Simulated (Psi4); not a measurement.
# MoCl3OF (SMILES [O]=[Mo]([F])([Cl])([Cl])[Cl]): entropy by statistical mechanics

A singlet with charge 0, relaxed at PBE0-D4/def2-TZVP (density fitting, core potential) (Psi4 1.11):

```xyz
6

O    -1.7177   -0.1565    0.1108
Mo   -0.0946   -0.0432   -0.0752
F     0.5946   -0.5432    1.5651
Cl    0.5938   -2.0960   -0.7546
Cl    0.1051    0.6479   -2.2282
Cl    0.4549    2.0618    0.5691
```

Harmonic wavenumbers in cm⁻¹: 55, 165, 166, 202, 253, 280, 286, 346, 419, 427, 671, 1112.

Masses in u: O 15.999, Mo 95.95, F 18.998, Cl 35.45. Take T = 298.15 K, p = 1 bar, R = 8.3145 J/(mol K), kT/hc = 207.22 cm⁻¹, rigid rotor and harmonic oscillator.

Task: Compute the standard molar entropy.

Result: 
1. Translation (Sackur–Tetrode): S = R[3/2 ln M + 5/2 ln T − 1.1517] with M = 237.297 gives 177.1 J/(mol K).
2. Rotation: principal moments 302.684, 411.187, 567.130 u Å² give A, B, C = 0.0557, 0.041, 0.0297 cm⁻¹; the symmetry number is σ = 1; q = (√π/σ)√((kT/hc)³/ABC) = 641985; S = R(ln q + 3/2) = 123.7.
3. Vibration: with u = ν̃/207.22, each mode gives R[u/(eᵘ − 1) − ln(1 − e⁻ᵘ)]; the sum is 82.9, most from 55 cm⁻¹ (19.4), 165 cm⁻¹ (10.4), 166 cm⁻¹ (10.4).
4. Spin: R ln 1 = 0.0.
5. Sum: 177.1 + 123.7 + 82.9 + 0.0 = 383.7 J/(mol K).

No measured value is set beside it here.
